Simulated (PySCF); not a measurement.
Sb(Cl)5 cation (Cl5Sb), SMILES [Cl][Sb]([Cl])([Cl])([Cl])[Cl] (connectivity only; charge and spin as stated), charge +1, multiplicity 2.

Geometry: B3LYP-D3(BJ)/def2-SVP. The spin state was assumed, not searched. The isomer is the one that the SMILES or the coordinates give; other isomers of the formula were not compared. The def2 effective core potentials stand for the cores of Sb; spin–orbit coupling is left out.

All values below come from B3LYP/def2-TZVP run with PySCF.

The molecule is in vacuum.

Problem. Estimate the frontier levels, dipole moment and polarisability. (Estimate from the structure and the level; the computed values follow.)

Solution. 
The α spin, highest occupied and lowest empty level comes out as -14.16 and -10.35 eV and the β spin, highest occupied and lowest empty level is -14.08 and -11.35 eV. The dipole moment about the centre of nuclear charge comes out as 0.79 D and the mean static polarisability is 108.4 bohr³ (16.06 Å³). The polarisability, principal values comes out as 96.0, 103.7, 125.6 bohr³. The ⟨S²⟩ is 0.755 (pure state 0.75).
